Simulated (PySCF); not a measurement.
Input file for PySCF: R-B3LYP/6-31G* on C2H4 (SMILES C=C) with ghost functions, monomers drawn apart or pushed together.

```python
from pyscf import gto, scf, dft, mp
from pyscf.data.elements import chemcore

mol = gto.M(
    atom='''
    C    -0.03225507    0.66755394    0.03665717
    C    -0.07813684   -0.65584861    0.00335172
    H     0.58370793    1.23466737   -0.65075066
    H    -0.61179920    1.23759175    0.75271224
    H    -0.69655315   -1.21954141    0.69125083
    H     0.49840603   -1.22846040   -0.71310154
    ghost-C   -0.15776480   -0.10189769    6.36747301
    ghost-O    0.84749263   -0.02890261    6.86674973
    ''',
    basis='6-31g*',
    cart=True,
    charge=0, spin=0, verbose=3, max_memory=1800)
mf = dft.RKS(mol, xc='b3lyp')
mf.conv_tol = 1e-8
mf.max_cycle = 100
mf.kernel()
if not mf.converged:
    mf = mf.newton().run(mf.mo_coeff, mf.mo_occ)
```

It printed:

```
converged SCF energy = -78.5873517969739
```

The run converged.

Cost: roughly 3.0 core-seconds.
